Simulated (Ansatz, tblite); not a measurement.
Cost and result up the ladder for InH2(SiH3) (InSiH5) (7 atoms). Charge 0, multiplicity 1. Geometry: PBE-D4/def2-TZVP.

Cartesian coordinates in Å:
```
In 0.443 1.148 0.775
H -0.644 2.462 1.133
H 2.062 1.229 1.416
Si -0.336 -0.880 -0.627
H 0.790 -1.527 -1.375
H -1.401 -0.518 -1.616
H -0.914 -1.915 0.293
```

Ansatz on 4 threads of Arm Neoverse V2 on a shared host; xTB runs through tblite on one thread. Times are rough, summed over both states, and most runs start from the orbitals of an earlier one. PBE0-D4/def2-TZVP serves as the yardstick here, not as an exact answer. The other state is a triplet.

In the def2 sets In takes a core potential; there is no spin–orbit coupling. The xTB rows come from tblite.

xTB has no spin-polarisation term.

```
              level  functions  vertical triplet (eV)  difference from PBE0-D4/def2-TZVP (eV)
           GFN1-xTB         28                   4.52                                    1.05
           GFN2-xTB         23                   3.76                                    0.29
r2SCAN-D4/def2-TZVP        117                   3.29                                   -0.18
   PBE-D4/def2-TZVP        117                   3.33                                   -0.14
  PBE0-D4/def2-TZVP        117                   3.47                                    0.00
```

Estimate how long each takes.

GFN2-xTB 0.004 s; GFN1-xTB 0.005 s; PBE-D4/def2-TZVP 1.8 s; PBE0-D4/def2-TZVP 2.1 s; r2SCAN-D4/def2-TZVP 3.3 s. On shared hardware such times vary by a factor of up to 3.
